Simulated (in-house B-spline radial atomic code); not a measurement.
Stripping argon of all its electrons. The total binding energy is the sum of the 18 successive ionisation energies. Configuration: [Ne] 3s2 3p6. Computed with an all-electron radial atomic-structure program (B-spline basis): Dirac-Hartree-Fock, average of configuration, Fermi nucleus of rms radius 3.4274 fm.

Dirac-Coulomb total energy: -528.6838 hartree. First-order corrections (hartree): Breit 0.1322, self-energy 0.09343, vacuum polarisation -0.006487, recoil 0.00593.

(1) What total binding energy follows, and how does it compare with the sum of NIST's ionisation energies?

(2) What share of the binding belongs to the last two electrons?

Answers

(1) 14380.1 eV from the corrected total, against 14400.9 ± 0.91 eV from NIST's table (measured, semi-empirical and theoretical entries, uncertainties added in quadrature). The table binds 20.8 eV more, 1.15 eV per electron, the size expected of the correlation energy that Hartree-Fock leaves out.

(2) 59 % by NIST's values (8546.9 eV).
